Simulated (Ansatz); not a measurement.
**Redistribution: C3H7Br + C3H6 → C4H10 + C2H3Br**

Species: C3H7Br (2-bromopropane) `CC(C)Br`, singlet; C3H6 `C=CC`, singlet; C4H10 (isobutane) `CC(C)C`, singlet; C2H3Br (vinyl bromide) `C=CBr`, singlet. The partners trade Br for CH3; both sit on C, so the bond types are kept.

Shapes, held fixed at every level: PBE0-D4/def2-TZVP. Programs: Ansatz 0.2.0. The zero-point and thermal change to 298 K, harmonic and unscaled (PBE0-D4/def2-TZVP), is -0.8 kJ/mol.

**The experiment to reproduce.** Tabulated heats of formation (Active Thermochemical Tables, CRC Handbook of Chemistry and Physics): C3H7Br -99.4 (CRC); C3H6 +20.4 (ATcT); C4H10 -135.4 (ATcT); C2H3Br +73.7 (ATcT) kJ/mol, which give ΔH(298 K) = +17.3 kJ/mol.

```tsv
level	kind	ΔH (kJ/mol)	computed − measured
HF/def2-TZVPP	Hartree–Fock	+24.1	+6.7
SPW92/def2-TZVPP	LDA	+15.5	-1.9
PBE-D4/def2-TZVPP	GGA	+16.1	-1.3
PBE0-D4/def2-TZVPP	global hybrid	+17.4	+0.1
B2PLYP/def2-TZVPP	double hybrid	+18.3	+0.9
CCSD(T)/def2-SVP	coupled cluster or CI	+14.6	-2.8
CCSD/def2-TZVPP	coupled cluster or CI	+16.8	-0.6
CCSD(T)/def2-TZVPP	coupled cluster or CI	+16.3	-1.0
```

Nearest: PBE0-D4/def2-TZVPP (+0.1); farthest: HF/def2-TZVPP (+6.7). 8 of 8 levels lie within 10 kJ/mol. The heats of C3H7Br come from older tables and can be uncertain by 10 kJ/mol or more. Relativity is left out for Br unless named. Correlated rows may include outer-core shells of Br, which these sets cover unevenly.
